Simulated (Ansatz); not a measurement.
`[SiH3]BCl` + `CSS` → `CSS[SiH3]` + `BCl` at 500 K and 1 bar (cleavage of the Si–B bond).

Isolated molecules relaxed with PBE0-D4/def2-TZVP in Ansatz; ΔE leaves out vibrations. CCSD(T)/CBS is the MP2 limit (def2-TZVPP, def2-QZVPP) plus CCSD(T) − MP2 in def2-TZVPP, frozen cores. This one scheme is used for every species. Each species was taken in one conformer, which may not be the lowest.

```csv
species,CCSD(T)/CBS energy (Eh),H − E (kJ/mol),S (J/(mol·K))
`[SiH3]BCl`,-776.06195,133.4,356.8
`CSS`,-836.00794,157.7,335.9
`CSS[SiH3]`,-1126.31043,218.4,411.9
`BCl`,-485.78909,75.1,258.0
```

H − E and S are ideal-gas, rigid-rotor, harmonic terms from PBE0-D4/def2-TZVP, for one conformer and one mirror image of each species. 1 Eh = 2625.50 kJ/mol, R = 8.31446 J/(mol·K).

Task: By hand: ΔE, ΔH, ΔS and ΔG.

Result: ΔE = (-1126.31043) + (-485.78909) − (-776.06195) − (-836.00794) = -0.02963 Eh = -77.8 kJ/mol. Δ(H − E) = 218.4 + 75.1 − 133.4 − 157.7 = 2.4, so ΔH = -75.4 kJ/mol. ΔS = 411.9 + 258.0 − 356.8 − 335.9 = -22.8 J/(mol·K). ΔG = -75.4 − 500 × (-22.8)/1000 = -64.0 kJ/mol.

Task: By hand: the equilibrium constant, and the temperature at which ΔG would vanish if ΔH and ΔS stayed fixed.

Result: log₁₀ K = −ΔG/(RT ln 10) = 6.7. ΔG = 0 at ΔH/ΔS = 3307 K, far beyond where these terms or the molecules hold.

ΔH outweighs TΔS. A doubt of 5 kJ/mol in ΔE shifts log₁₀ K by 0.5 here. Other conformers and mirror images would add mixing entropy, several J/(mol·K) or more a flexible species. Modes under 60 cm⁻¹, often nearly free rotors, make the harmonic entropy too high. These are equilibria of isolated gas molecules and say nothing of rates. Largest T1 diagnostic: 0.014 (customary marks: 0.02 for closed shells, 0.045 for open ones).
